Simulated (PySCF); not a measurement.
**How methods differ on the excitation energy of Os²⁺**

Os²⁺ [Xe] 4f14 5d6 (5D) → Os²⁺ [Xe] 4f14 5d5 6s1, s spin flipped, as a difference of total energies. Computed with PySCF 2.14 in aug-cc-pVTZ-PP with one added diffuse shell each of s, p, d, f, g type with ECP60MDF (7s7p6d4f3g, 113 functions), with scalar relativity through the core potential. Correlated levels: valence: 5s2 5p6 frozen. The calculations carry no spin-orbit coupling.

```
           method  excitation energy (cm⁻¹)
              UHF                     15177
              LDA                     15047
              PBE                     17698
             PBE0                     18121
           r2SCAN                     18566
            M06-L                     16619
             PW91                     17789
           M06-2X                     14125
    MP2 (valence)                     15992
SCS-MP2 (valence)                     16042
```

The upper determinant mixes two multiplicities, so it lies between the two terms.
